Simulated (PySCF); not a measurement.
## H4MoS: breathing scan

Level of theory: PBE0 in PySCF with Mo def2-TZVP with ECP28, S def2-TZVP, H def2-TZVP; scalar-relativistic core potentials, no spin–orbit coupling; density-fitted integrals.

Rigid scan from the singlet minimum (Mo–H 1.656 Å (×2), Mo–H 1.662 Å, Mo–H 1.741 Å, Mo–S 2.059 Å; H–Mo–H 58.2° (×2), H–Mo–H 114.7° (×2), H–Mo–H 115.3°, H–Mo–H 131.7°, H–Mo–S 95.2° (×2), H–Mo–S 109.6°, H–Mo–S 118.7°). Coordinate: all bonds to the central atom scaled together. Energies in kJ/mol from the minimum.

| scale of all bonds to the centre | E (kJ/mol) | dipole size (D) |
| --- | --- | --- |
| 0.88 | 301.0 | 0.48 |
| 0.92 | 120.5 | 0.66 |
| 0.96 | 27.2 | 0.83 |
| 1.00 | 0.0 | 1.00 |
| 1.04 | 22.3 | 1.17 |
| 1.08 | 80.8 | 1.32 |
| 1.14 | 214.3 | 1.54 |
| 1.22 | 439.7 | 1.80 |
| 1.35 | 838.0 | 2.15 |

At long bonds a restricted determinant can lie too high, and another spin state can fall below this curve.

Other isomers or separated fragments may lie lower.
